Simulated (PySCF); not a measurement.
Electron correlation in Lu (lutetium, neutral)

[Xe] 4f14 5d1 6s2, 2D determinant. All numbers are calculated (PySCF 2.14, scalar relativity by spin-free X2C-1e, in cc-pVDZ-X2C). Frozen: [Kr] 4d10; 25 electrons correlated.

MP2 pair energies summed by pair of shells (mhartree):

| pair | energy | share (%) |
| --- | --- | --- |
| 4f-4f | -586.08 | 54.8 |
| 4f-5p | -196.35 | 18.3 |
| 5p-5p | -105.49 | 9.9 |
| 4f-5s | -47.95 | 4.5 |
| 5p-6s | -28.45 | 2.7 |
| 5s-5p | -25.88 | 2.4 |
| 5p-5d | -17.93 | 1.7 |
| 6s-6s | -17.49 | 1.6 |
| 4f-6s | -13.78 | 1.3 |
| 4f-5d | -11.40 | 1.1 |
| 5d-6s | -11.35 | 1.1 |
| 5s-5s | -5.31 | 0.5 |
| 5s-5d | -1.59 | 0.1 |
| 5s-6s | -1.30 | 0.1 |

Total MP2 correlation energy: -1070.3 mhartree.

Same-spin part -418.02 and opposite-spin part -652.31 mhartree; SCS-MP2 scales them by 1/3 and 6/5 to -922.12 mhartree.
